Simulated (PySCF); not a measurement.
Compound: C₂H₄F₂Se.
Numbering: `[CH3:1][Se:2][CH:3]([F:4])[F:5]` (hydrogens: H6, H7, H8 on C1; H9 on C3)

Method: PySCF, PBE0-D3(BJ)/def2-SVP geometry optimisation, gas phase.

(1) List the bond lengths, angles and torsions at this level.

Answers

(1) 
| bond | length (Å) |
| --- | --- |
| C1–Se2 | 1.942 |
| Se2–C3 | 1.955 |
| C3–F4, C3–F5 | 1.341 |
| C1–H6, C1–H7, C1–H8 | 1.098 |
| C3–H9 | 1.104 |

Bonds in one row agree within 0.01 Å and their mean is given. A selection of angles:
| angle | degrees |
| --- | --- |
| Se2–C1–H6 | 111.2 |
| Se2–C1–H7 | 106.8 |
| Se2–C1–H8 | 109.9 |
| H6–C1–H7 | 109.0 |
| H6–C1–H8 | 110.7 |
| C1–Se2–C3 | 94.7 |
| Se2–C3–F4 | 111.3 |
| Se2–C3–F5 | 108.1 |
| Se2–C3–H9 | 111.0 |
| F4–C3–F5 | 108.6 |
| F4–C3–H9 | 108.3 |
| F5–C3–H9 | 109.5 |

Dihedral angles: C1–Se2–C3–F4 -61° (synclinal). The mirror-image conformer, all signs reversed, is as good.

Of the pairs four or more bonds apart, F4···H8 is among the closest relative to their van der Waals radii: 2.72 Å, 102 % of the sum of Bondi's values. Se2 (selenium bonded to 2 C) is bent (angle 94.7°).

Point group: C1 (no symmetry element, even within 0.4 Å). No PBE0-D3(BJ)/def2-SVP frequencies stand behind this structure, so it isn't proved a minimum. One conformer, not necessarily the lowest.

On one thread, x86-64 server, on a shared host, this took 39 s. That covers the optimisation of the geometry.
